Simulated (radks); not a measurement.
Task: Tm+, 68 electrons, occupied as [Xe] 4f11.5 5d2.5 (fractional occupations, a model configuration). All-electron calculation, Dirac Kohn-Sham, PBE, spin-unpolarised, spherical densities, finite nucleus; open shells fill j = l - 1/2 first; Fermi nuclear charge, rms radius 5.2256 fm. Program: a radial shooting solver on a logarithmic mesh with Libxc functionals. Some entries of the table are withheld. Estimate them.

orbital  occ.  eigenvalue (eV)  <r> (bohr)  <r^2> (bohr^2)
1s1/2       2        -59217.57     0.02001       0.0005486
2s1/2       2        -9998.233     0.08431        0.008458
2p1/2       2        -9531.551     0.07008        0.006090
2p3/2       4        -8551.470     0.07747        0.007305
3s1/2       2        -2260.072      0.2205         0.05572
3p1/2       2        -2054.454      0.2103         0.05149
3p3/2       4        -1847.547      0.2242         0.05828
3d3/2       4        -1496.317      0.1973         0.04578
3d5/2       6        -1451.113      0.2016         0.04766
4s1/2       2        -458.0761      0.4971          0.2792
4p1/2       2        -375.2863      0.5053          0.2908
4p3/2       4        -328.3699      0.5368          0.3280
4d3/2       4        -191.9848         (1)          0.3673
4d5/2       6        -183.4079         (2)          0.3818
5s1/2       2         -63.8864       1.209           1.646
5p1/2       2         -40.8910       1.355           2.090
5p3/2       4         -34.7200       1.463           2.438
4f5/2       6         -18.0072      0.7341          0.7052
4f7/2     5.5         -16.7068      0.7475          0.7347
5d3/2     2.5          -7.5603         (3)           7.571
5d5/2       0          -7.1917         (4)           8.150

Result: 
(1) 4d3/2 <r> (bohr): 0.5624
(2) 4d5/2 <r> (bohr): 0.5735
(3) 5d3/2 <r> (bohr): 2.493
(4) 5d5/2 <r> (bohr): 2.586
